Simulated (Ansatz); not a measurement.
System: InBr$_{2}$, net charge 0, doublet state. It need not be the lowest isomer of its formula. 
Coordinates optimised at B3LYP-D3(BJ)/def2-TZVP (Ansatz, an electronic-structure program):
```
In
Br 1 2.5425
Br 1 2.5425 2 121.33
```
Charge 0, spin multiplicity 2.

Basis-set convergence of Hartree-Fock and CCSD(T) correlation energies (hartree) with Ansatz. Valence correlation only, unless marked. Open shells are spin-unrestricted. No spin-orbit coupling. The frozen core is the preceding noble-gas configuration, with the filled d and f shells of earlier blocks. In def2 rows, elements after Kr have scalar-relativistic effective core potentials.

```
basis       functions        E(HF)  E(corr, CCSD(T))
----------  ---------  -----------  ----------------
def2-SVP           90  -5333.52404          -0.30364
def2-TZVPP        146            ?                 ?
```

**Question.** Complete the blanks.

**Answer.** 
- def2-TZVPP, E(HF): -5334.16262
- def2-TZVPP, E(corr, CCSD(T)): -0.40880
